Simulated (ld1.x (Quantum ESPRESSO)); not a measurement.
## Before and after: TM potential for fluorine (F)

fluorine (F), norm-conserving Troullier–Martins (Kleinman–Bylander form), made with ld1.x (Quantum ESPRESSO) 7.5 (PBEsol, scalar-relativistic). Core [He], reference 2s2 2p4 (charge +1). Waves: 2s (bound): rc 0.50 bohr; 3d channel at -0.05 Ry: rc 0.85 bohr; 2p (bound): rc 0.80 bohr. Local part: the p channel. Core correction: none.

All-electron outer shells of the reference configuration (PBEsol, scalar-relativistic, ld1.x):

```json
{"shell": "2s", "level (eV)": "-47.18", "outermost node (bohr)": "0.24", "outermost maximum (bohr)": "0.75"}
{"shell": "2p", "level (eV)": "-28.22", "outermost node (bohr)": "–", "outermost maximum (bohr)": "0.68"}
```

Change: local potential all-electron potential smoothed inside 0.60 bohr (lloc = -1).

Cutoffs: the cutoffs (Ry, on a coarse ladder) from which the occupation-weighted sum of valence levels, in a spherical-Bessel basis at the reference potential, stays within 10 and 1 mRy of its value at 400 Ry; they do not see the model core or the augmentation charge, which bear on the density cutoff. Errors are all-electron minus pseudo energies relative to the spin-unpolarised reference configuration.

Task: What does the change do?

Result: Of the 7 tests that both files solve, the error grows in 4 and shrinks in 0 by more than 15 % and 0.3 meV (median size 33.6 → 33.6 meV); neither file shows a bound ghost.

| quantity | base | changed |
| --- | --- | --- |
| bound ghosts | none | none |
| error for 2s2 2p5, meV [ΔE -19.32 eV] | +2.9 | +4.7 |
| error for 2s2 2p3, meV [ΔE 38.28 eV] | +7.5 | +11 |
| error for 2s2 2p2, meV [ΔE 98.77 eV] | +76 | +89 |
| error for 2s2 2p4.5, meV [ΔE -11.81 eV] | +1.5 | +2.0 |
| error for 2s1 2p6, meV [ΔE -0.62 eV] | +43 | +45 |
| error for 2s1 2p5, meV [ΔE 18.99 eV] | +34 | +34 |
| error for 2s2 2p1, meV [ΔE 184.36 eV] | +325 | +351 |
| s: phases at 0.95 bohr within 0.05 rad from the reference energy up to (Ry; the scan ends near 5) | to the end of the scan | to the end of the scan |
| p: phases at 0.95 bohr within 0.05 rad from the reference energy up to (Ry; the scan ends near 5) | to the end of the scan | to the end of the scan |
| d: phases at 0.95 bohr within 0.05 rad from the reference energy up to (Ry; the scan ends near 5) | to the end of the scan | to the end of the scan |
